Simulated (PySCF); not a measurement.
Electric field gradients and quadrupole coupling constants

Species: C₆H₁₂BNO.
Numbering: `[CH3:1]/[CH:2]=[CH:3]\[N:4]([CH:5]=[O:6])[B:7]([CH3:8])[CH3:9]` (hydrogens: H10, H11, H12 on C1; H13 on C2; H14 on C3; H15 on C5; H16, H17, H18 on C8; H19, H20, H21 on C9)

Cartesian coordinates in Å at the PBE0-D3(BJ)/def2-SVP level; atoms count from 1:
```xyz
21
C6H12BNO angstrom
C      2.3963   -0.8148    0.9737
C      1.8477   -0.2486   -0.2893
C      0.6744    0.3705   -0.4396
N     -0.2529    0.6185    0.6164
C      0.1794    1.4098    1.6795
O      1.2778    1.8838    1.7959
B     -1.6066    0.1098    0.5432
C     -2.0009   -0.7695   -0.7004
C     -2.6650    0.4504    1.6690
H      2.9316   -1.7576    0.7847
H      3.1067   -0.1084    1.4341
H      1.6048   -1.0049    1.7129
H      2.4686   -0.3296   -1.1879
H      0.3659    0.7403   -1.4217
H     -0.6193    1.5628    2.4350
H     -1.1738   -1.3820   -1.0893
H     -2.3016   -0.0922   -1.5227
H     -2.8680   -1.4148   -0.4974
H     -2.7653    1.5321    1.8551
H     -3.6606    0.0623    1.4112
H     -2.3819   -0.0045    2.6344
```

Field gradients from the PBE0/pcSseg-1 density (PySCF, non-relativistic), principal values in atomic units, ordered |Vxx| ≤ |Vyy| ≤ |Vzz|:

```
atom      Vxx      Vyy      Vzz
  N4  -0.0009  -0.4843   0.4852
  O6   0.6248   1.1688  -1.7936
  B7  -0.1677  -0.3051   0.4728
```

Find the asymmetry η = (Vxx − Vyy)/Vzz and the couplings χ = eQV/h (234.96 MHz × Q in barn × V in au), with Q(14N) = 0.02044 b, Q(17O) = −0.0256 b, Q(11B) = 0.04059 b.

| atom | environment | nucleus | η | χzz (MHz) | χxx (MHz) | χyy (MHz) |
| --- | --- | --- | --- | --- | --- | --- |
| N4 | amide nitrogen | 14N | 1.00 | 2.330 | -0.004 | -2.326 |
| O6 | amide oxygen | 17O | 0.30 | 10.79 | -3.76 | -7.03 |
| B7 | three-coordinate boron | 11B | 0.29 | 4.509 | -1.600 | -2.910 |

At N4 η is above 0.9: Vyy and Vzz are nearly equal in size and opposite in sign, so a small change could swap them and flip the sign of χzz. The tensor is traceless: Vxx + Vyy + Vzz = 0.

What is Vzz at N4 in SI units (1 au = 9.71736 × 10²¹ V/m²)?

0.4852 au = 4.714 × 10²¹ V/m².

And the gradient at the other heavy atoms, for which no coupling is worked out here?

```csv
atom,environment,Vzz (au),η
C1,allylic carbon,0.065,0.11
C2,alkene CH carbon,0.305,0.41
C3,vinylic carbon bearing nitrogen,-0.273,0.36
C5,amide carbonyl carbon,0.434,0.59
C8,sp3 carbon bound to boron,-0.132,0.57
C9,sp3 carbon bound to boron,-0.122,0.43
```

What couplings would deuterons (Q(2H) = 0.00286 b) have in place of the hydrogens, at this geometry?

| atom | bonded to | bond length (Å) | Vzz (au) | η | χzz (kHz) |
| --- | --- | --- | --- | --- | --- |
| H10 | C1 | 1.101 | 0.2922 | 0.03 | 196 |
| H11 | C1 | 1.103 | 0.2875 | 0.03 | 193 |
| H12 | C1 | 1.100 | 0.2931 | 0.04 | 197 |
| H13 | C2 | 1.095 | 0.3000 | 0.07 | 202 |
| H14 | C3 | 1.094 | 0.3005 | 0.12 | 202 |
| H15 | C5 | 1.110 | 0.2628 | 0.05 | 177 |
| H16 | C8 | 1.100 | 0.2958 | 0.02 | 199 |
| H17 | C8 | 1.107 | 0.2910 | 0.02 | 196 |
| H18 | C8 | 1.100 | 0.2992 | 0.01 | 201 |
| H19 | C9 | 1.102 | 0.2957 | 0.03 | 199 |
| H20 | C9 | 1.099 | 0.2988 | 0.01 | 201 |
| H21 | C9 | 1.104 | 0.2938 | 0.02 | 197 |

Isolated species at its PBE0-D3(BJ)/def2-SVP geometry (one conformer only). A larger basis could move these couplings by a tenth or more.

These values come from a run that also computed NMR shieldings. Hardware: one thread, Arm Neoverse V2 (aarch64), no GPU, shared host with 48 logical CPUs at a one-minute load of 44. Cost: 40 s wall, 0.99 GiB resident at most.
